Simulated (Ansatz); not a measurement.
Ansatz (a quantum-chemistry and plane-wave program) input (wB97M-V/pcseg-2):

Ansatz 0.2 input:
```yaml
crystal:
  periodic: [false, false, false]
  atoms:
    - {symbol: F, position_ang: [-0.11089081, 0.05778571, -0.70311137]}
    - {symbol: H, position_ang: [0.25696408, 0.21706395, 0.13368006]}
basis:
  gaussian:
    orbitals: pcseg-2
    ghost_atoms:
      - {symbol: F, position_ang: [1.28116039, 1.50254470, -2.53438950]}
      - {symbol: H, position_ang: [0.71792291, 0.95784743, -2.03006228]}
hamiltonian:
  xc: {name: wB97M-V}
magnetization: {spin_polarized: false}
```

Output:

```
Functional definition: wB97M-V
integrals: 0.02 GiB planned
398 factors; their error is unknown
integrals: 0.05 GiB planned
95 factors; integrals over basis functions are off by at most 5.0e-5 eV
mean field: 0.22 GiB planned
mean field evaluation 1: about -2732.3429 eV, gradient 2.9e1 eV
mean field evaluation 2: about -2732.2973 eV, gradient 3.3e1 eV
mean field evaluation 4: about -2733.6282 eV, gradient 2.4e-1 eV
mean field evaluation 8: about -2733.6262 eV, gradient 1.5e-2 eV
mean field -2733.62616156 eV, -100.4589085189 hartree, gradient 1.3e-5 eV, S^2 0.000000; 0 other end points of the search recorded, 0 dependent functions left out
reference -2733.62618350 eV, -100.4589093253 hartree; 5, 5 occupied and 83, 83 virtual orbitals, 398 factors
Total energy: -2733.62618350 eV, -100.4589093253 hartree
```
